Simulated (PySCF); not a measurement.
A computed series M(OH)3(NH3)

Computed with PySCF 2.14.0, PBE0, def2-SVP on the ligands, density fitting, scalar-relativistic core potentials, no spin-orbit coupling, vacuum. Each member is relaxed from one template within its symmetry. Distances are means of the shortest metal–ligand contacts, charges and spins Mulliken's; removal energies are rigid, with the ligand's formal charge and no counterpoise, so too large; for an anion taken off a cation in vacuum most of it is the attraction of opposite charges, and multiply charged cations can part far more cheaply with an electron moved from ligand to metal. lcecp potentials hold a fixed number of 4f electrons in the core, out of states, spins and gaps.

| metal | basis on the metal | point group | M–OH (Å) | M–NH3 (Å) | charge on M (e) | dipole (D) | removal of one OH (eV) | strongest infrared band, degenerate modes summed (cm⁻¹) | unstable modes (below −25 cm⁻¹) |
| --- | --- | --- | --- | --- | --- | --- | --- | --- | --- |
| Y | def2-SVP with ECP28 | nearly C3v | 2.047 | 2.489 | 0.83 | 4.23 | 10.57 | 617 | 0 |
| La | def2-SVP with ECP46 | Cs | 2.206 | 2.724 | 0.99 | 4.37 | 9.91 | 550 | 0 |
| Pr | lcecp-1-SVP with ECP48 | C1, nearly C3v | 2.157 | 2.657 | 0.99 | 4.25 | 10.08 | 464 | 0 |
| Pm | lcecp-1-SVP with ECP50 | C1, nearly C3v | 2.128 | 2.610 | 0.96 | 4.23 | 10.20 | – | not given |
| Eu | lcecp-1-SVP with ECP52 | Cs | 2.101 | 2.567 | 0.93 | 4.21 | 10.33 | – | not given |
| Tb | lcecp-1-SVP with ECP54 | nearly C3v | 2.077 | 2.530 | 0.92 | 4.20 | 10.45 | – | not given |
| Tm | lcecp-1-SVP with ECP58 | C3v | 2.031 | 2.460 | 0.88 | 4.22 | 10.65 | 453 | 0 |
| Tl | def2-SVP with ECP60 | C1 | 2.099 | 2.449 | 0.68 | 2.90 | 10.55 | 1073 | 0 |

Task: What does the calculation give for Ho, lcecp-1-SVP with ECP56?

Result: point group: nearly C3v, M–OH (Å): 2.053, M–NH3 (Å): 2.493, charge on M (e): 0.89, dipole (D): 4.21, removal of one OH (eV): 10.55, unstable modes (below −25 cm⁻¹): not given.
```xyz
11

Ho    0.1530   -0.1979    0.2477
O     1.1722    1.3080    1.2001
H     1.6901    1.9376    1.6968
O    -1.4078   -1.1003    1.2302
H    -2.0575   -1.5674    1.7514
O     1.1109   -1.2391   -1.2397
H     1.6104   -1.7660   -1.8594
N    -1.2303    1.2537   -1.2329
H    -1.8264    1.8827   -0.6940
H    -0.6559    1.8354   -1.8437
H    -1.8433    0.7021   -1.8339
```

From Pr to Tm the M–OH distance shrinks by 0.13 Å, the lanthanide contraction, and the energy to remove one OH rises by 0.57 eV.

One start shape was tried for each, so a minimum needn't be the lowest isomer.
